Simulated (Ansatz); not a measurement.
CHBrF2 (SMILES FC(F)Br) moved off its minimum; all values from Ansatz (a program for electronic structure), cores frozen in correlated methods.
(charge 0, multiplicity 1)
```xyz
5

F     -1.48107     1.03671    -0.45475
C     -1.01764     0.04355     0.28861
F     -1.50911    -1.13836    -0.36589
Br     0.87283    -0.01208    -0.01653
H     -1.24217     0.12248     1.32913
```

Question: Give the forces (eV/Å), the total energy and the dipole at CCSD(T)/aug-cc-pVTZ.

Answer: 
| atom | Fx | Fy | Fz |
|---|---|---|---|
| F1 | -0.729 | 0.677 | 0.374 |
| C2 | 0.383 | -2.081 | -3.196 |
| F3 | 0.299 | 1.678 | 1.885 |
| Br4 | 0.606 | -0.037 | 0.421 |
| H5 | -0.559 | -0.238 | 0.516 |
Energy -2810.7608 hartree, dipole 1.78 D.
